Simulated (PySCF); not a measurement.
PySCF job for (E)-1-bromo-1-chloro-2-fluoroethene (C2HBrClF), SMILES C(/Cl)(=C/F)Br, SMD-ωB97X/def2-SVP. The structure is a stationary point at TPSSh-D3(BJ)/def2-SVP.

```python
import numpy as np
from pyscf import gto, scf, dft
from pyscf.solvent import smd

mol = gto.M(
    atom='''
    F    -1.19006476   -2.45601588    0.00000000
    C    -1.20164918   -1.12582156    0.00000000
    C    -0.06782396   -0.40986929    0.00000000
    Cl    1.48475625   -1.15385683    0.00000000
    Br   -0.13475610    1.47463258    0.00000000
    H    -2.19697112   -0.67828597    0.00000000
    ''',
    basis='def2-SVP',
    charge=0,
    spin=0,
    max_memory=1600,
    verbose=3,
)
mf = dft.RKS(mol, xc='wb97x').density_fit(auxbasis='def2-universal-jkfit')
mf.grids.level = 3
mf.conv_tol = 1e-9
mf.max_cycle = 100
mf.kernel()
res = {}
for name in ['water', 'benzene', 'acetone']:
    s = mf.SMD()
    s.with_solvent.solvent, s.with_solvent.sasa_ng = name, 302
    s.kernel(mf.make_rdm1())
    res[name] = (s.e_tot, s.with_solvent.get_cds(), s.dip_moment(), s.mo_energy, s.converged)
    print(f'SMD {name}: dG(solv) = {(s.e_tot - mf.e_tot) * 627.509474:.3f} kcal/mol, of which CDS {res[name][1] * 627.509474:.3f}')
```

Log of the run:

```
converged SCF energy = -3210.35942785267
converged SCF energy = -3210.35943879241
Dipole moment(X, Y, Z, Debye): -1.69352,  0.73198, -0.00000
SMD water: dG(solv) = -0.007 kcal/mol, of which CDS 2.485
converged SCF energy = -3210.36484642973
Dipole moment(X, Y, Z, Debye): -1.37345,  0.70949,  0.00000
SMD benzene: dG(solv) = -3.400 kcal/mol, of which CDS -2.327
converged SCF energy = -3210.36548930475
Dipole moment(X, Y, Z, Debye): -1.65733,  0.72996, -0.00000
SMD acetone: dG(solv) = -3.804 kcal/mol, of which CDS -1.466
```

The run converged.

Cost: roughly 27 core-seconds.
